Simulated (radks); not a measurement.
Question: The table gives one normalised radial function P(r) = r R(r) (large component) of Pd3+ in [Kr] 4d6 6s1 (r in bohr). All-electron calculation, Dirac Kohn-Sham, PBE, spin-unpolarised, spherical densities, finite nucleus; open shells are shared between the two j in proportion to 2j + 1; Fermi nuclear charge, rms radius 4.5318 fm. Program: a radial shooting solver on a logarithmic mesh with Libxc functionals.

r	P
0.001088	0.0480
0.001266	0.0549
0.001474	0.0628
0.001703	0.0711
0.001982	0.0809
0.002308	0.0919
0.002687	0.1040
0.003103	0.1167
0.003612	0.1313
0.004205	0.1470
0.004895	0.1637
0.005699	0.1812
0.006581	0.1982
0.007662	0.2159
0.00892	0.2326
0.01038	0.2473
0.01199	0.2582
0.01396	0.2648
0.01625	0.2644
0.01892	0.2547
0.02203	0.2334
0.02544	0.2003
0.02961	0.1499
0.03448	0.0828
0.04014	-0.0005
0.04635	-0.0915
0.05396	-0.1945
0.06282	-0.2949
0.07313	-0.3793
0.08514	-0.4310
0.09832	-0.4342
0.1145	-0.3755
0.1333	-0.2464
0.1551	-0.0529
0.1792	0.1689
0.2086	0.4052
0.2428	0.5917
0.2827	0.6734
0.3291	0.6088
0.38	0.4012
0.4424	0.0526
0.515	-0.3662
0.5996	-0.7683
0.6925	-1.0562
0.8061	-1.2045
0.9385	-1.1771
1.093	-1.0067
1.272	-0.7593
1.469	-0.5174
1.71	-0.3035
1.991	-0.1543
2.318	-0.0670
2.676	-0.0258
3.116	-0.0077
3.627	-0.0018
4.223	-0.0003
4.916	0.0000
5.677	0.0000
6.609	0.0000
7.694	0.0000
8.958	0.0000
10.34	0.0000
12.04	0.0000
14.02	0.0000

Which n and l does it have? It may be an empty orbital.

Answer: n = 4, l = 0: the number of nodes gives n - l - 1 = 3, the rise at small r points to l (this Dirac orbital starts outside the nucleus as r^gamma with gamma = sqrt((l + 1)^2 - (Z/c)^2) = 0.94; the j = 1/2 orbital of l + 1 starts with the same power, but with a smaller coefficient, and then steepens), and the extent must fit the shell. The curve is that of 4s1/2. 4s1/2: eigenvalue -136.24 eV, 3 radial nodes at r = 0.0401, 0.161, 0.451 bohr, <r> = 0.933 bohr, 90 % of the charge inside 1.35 bohr.
